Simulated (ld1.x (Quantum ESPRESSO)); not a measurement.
Transferability test, ultrasoft potential for Cu (Z = 29)

Cu, ultrasoft, made with ld1.x (Quantum ESPRESSO) 7.5 (PBE, scalar-relativistic). Core [Ar], reference 3d10 4s0 4p0 (charge +1). Waves: 4s (bound, empty): rcut 1.35, rcutus 1.90 bohr; 4s channel at 2.75 Ry: rcut 1.35, rcutus 1.90 bohr; 4p (bound, empty): rcut 2.30, rcutus 3.05 bohr; 4p channel at 3.1 Ry: rcut 2.30, rcutus 3.05 bohr; 3d (bound): rcut 1.55, rcutus 1.75 bohr; 3d channel at -0.5 Ry: rcut 1.55, rcutus 1.75 bohr. Local part: all-electron potential smoothed inside 2.20 bohr (lloc = -1). Core correction: none. Augmentation charge: built from norm-conserving waves at rcut, not smoothed further.

Energies are relative to the spin-unpolarised reference configuration 3d10 4s0 4p0; without spin polarisation the order of configurations can differ from experiment. The frozen-core shift is the all-electron ΔE with the core orbitals held at their reference shape minus the fully relaxed ΔE.

(1) Give the all-electron excitation energy and the error of the potential for: 3d10 4s1 4p0; 3d9 4s0 4p0; 3d8 4s0 4p0; 3d9 4s1 4p0; 3d9 4s2 4p0; 3d9 4s1 4p1; 3d7 4s0 4p0.

Levels in the configuration 3d9 4s1 4p0:

| level | all-electron (eV) | pseudo (eV) |
| --- | --- | --- |
| 3d | -18.857 | -18.717 |
| 4s | -13.595 | -13.648 |

Note: ghost state, extra bound levels that the all-electron valence spectrum of the same l lacks: p at -8.5 eV. A true bound ghost makes a file unfit for plane-wave use.

## Answers

(1)

```
valence configuration  charge  ΔE all-electron (eV)  error AE − PS (meV)  frozen-core shift (meV)
         3d10 4s1 4p0       0                -8.148                  +24                     +2.8
          3d9 4s0 4p0      +2                21.332                  +58                      +75
          3d8 4s0 4p0      +3                60.352                 +441                     +538
          3d9 4s1 4p0      +1                 3.430                  +80                      +76
          3d9 4s2 4p0       0                -6.178                 +139                      +90
          3d9 4s1 4p1       0                -1.337                  +84                      +84
          3d7 4s0 4p0      +4               120.061                +1506                    +1851
```
